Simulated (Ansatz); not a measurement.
Cost and result for the atomization energy of C4H11ClFGaSi (`C[Si](C)(C)[CH2][Ga]([F])[Cl]`) (19 atoms, 18 bonds).

```xyz
19

C     0.7625   -1.2676    1.7760
Si    0.1016   -0.1117    0.4613
C     1.4344    1.1041   -0.0527
C    -1.3964    0.8137    1.0902
C    -0.4054   -1.1204   -1.0527
Ga   -0.6107    0.0093   -2.6051
F     0.5488    0.0174   -3.9180
Cl   -2.1564    1.4550   -2.9092
H     1.0474   -0.7132    2.6745
H     0.0108   -2.0072    2.0637
H     1.6451   -1.8065    1.4217
H     1.0539    1.8559   -0.7530
H     2.2781    0.5990   -0.5310
H     1.8216    1.6472    0.8137
H    -2.1808    0.1229    1.4109
H    -1.8193    1.4621    0.3179
H    -1.1346    1.4405    1.9468
H     0.3528   -1.8701   -1.2950
H    -1.3534   -1.6305   -0.8601
```

Charge 0, multiplicity 1. Correlated methods include outer-core shells of Ga, which these sets cover unevenly. Scalar relativity is left out up to krypton. All single points use the PBE0-D4/def2-TZVP geometry. It is one conformer, not always the lowest. Program: Ansatz. All runs use 4 threads of an AMD EPYC 7R13 on a shared host and a share of an NVIDIA H100 80 GB. Times are those of one run each, without the atoms' runs, and a repeat can differ threefold. Electronic energies, without spin–orbit coupling; frozen cores. CCSD(T)/CBS adds CCSD(T) − MP2 in def2-TZVPP to the MP2 limit, and its time is that of the two runs behind it. T1 = 0.012. With those shells the extrapolation isn't a true limit. B3LYP takes the VWN-RPA correlation (the form of Gaussian; ORCA's B3LYP/G).

CCSD(T)/CBS is a level of theory with its own doubt, some kJ/mol a heavy atom from the limit and from the frozen cores, so smaller differences don't rank the functionals.

```tsv
level	functions	wall time	atomization (kJ/mol)	difference from CCSD(T)/CBS	per bond
CCSD(T)/def2-SVP	193	4.2 s	6791.2	-353.6	-19.6
PBE-QIDH/def2-TZVPP	441	4.4 s	7128.0	-16.8	-0.9
CAM-B3LYP-D4/def2-TZVPP	441	4.6 s	7143.3	-1.5	-0.1
B3LYP-D4/def2-TZVPP (with forces)	441	4.7 s	7102.9	-41.9	-2.3
r2SCANh-D4/def2-TZVPP	441	7 s	7136.2	-8.6	-0.5
ωB97X-V/def2-TZVPP	441	7 s	7154.0	9.2	0.5
ωB97M-V/def2-TZVPP (with forces)	441	7 s	7145.0	0.2	0.0
LDA (SPW92)/def2-TZVPP	441	7.5 s	8036.1	891.3	49.5
r2SCAN-D4/def2-TZVPP (with forces)	441	9 s	7165.8	21.0	1.2
MP2/def2-QZVPP	844	11 s	7184.2	39.4	2.2
PBE-D4/def2-TZVPP (with forces)	441	11 s	7215.6	70.8	3.9
CCSD(T)/def2-TZVPP	441	22 s	6992.3	-152.5	-8.5
CCSD(T)/CBS(def2)	–	33 s	7144.8	0.0	0.0
```

In def2-TZVPP, CCSD(T) changes the Hartree–Fock value by +1582.3 kJ/mol (the triples alone add +90.9 kJ/mol) and MP2 by +1684.3 kJ/mol; breaking electron pairs costs correlation energy, which Hartree–Fock lacks. The D4 term adds +85.9 kJ/mol with B3LYP and +46.8 kJ/mol with PBE0; it sums over pairs of atoms, weighted by their polarisabilities, and B3LYP, whose exchange is more repulsive, gets the larger term. From r2SCAN to r2SCAN0 (25 % exact exchange), in def2-TZVPP and without D4, the atomization energy moves by −73.9 kJ/mol: exact exchange takes away binding that semilocal exchange gives to molecules.
